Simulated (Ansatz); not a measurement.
Start from `B[SiH2][SiH](N)F` and change one atom or group to get `N[SiH](F)[SiH2]O`.

Ansatz, PBE0-D4/def2-TZVP geometries, multiplicity 1. Each molecule was computed in one conformer, which needn't be the lowest.

```tsv
property	`B[SiH2][SiH](N)F`
HOMO–LUMO gap (PBE0/def2-TZVPP) / eV	5.25
LUMO energy (B3LYP/def2-TZVPP) / eV	-2.68
HOMO–LUMO gap (B3LYP/def2-TZVPP) / eV	4.87
LUMO energy (ωB97M-V/def2-TZVPP) / eV	-0.59
LUMO energy (PBE/def2-TZVPP) / eV	-3.41
HOMO–LUMO gap (ωB97M-V/def2-TZVPP) / eV	9.19
```

What does the change do to each property? (Estimate.)

Ansatz gave: 
```tsv
property	`N[SiH](F)[SiH2]O`	shift
HOMO–LUMO gap (PBE0/def2-TZVPP) / eV	7.34	2.09
LUMO energy (B3LYP/def2-TZVPP) / eV	-0.63	2.05
HOMO–LUMO gap (B3LYP/def2-TZVPP) / eV	6.94	2.07
LUMO energy (ωB97M-V/def2-TZVPP) / eV	1.28	1.87
LUMO energy (PBE/def2-TZVPP) / eV	-1.27	2.14
HOMO–LUMO gap (ωB97M-V/def2-TZVPP) / eV	11.14	1.95
```

The zero-point energy changes by -14.0 kJ/mol with -3 modes.

B3LYP here is the variant with VWN-RPA as its local correlation; programs differ in this.
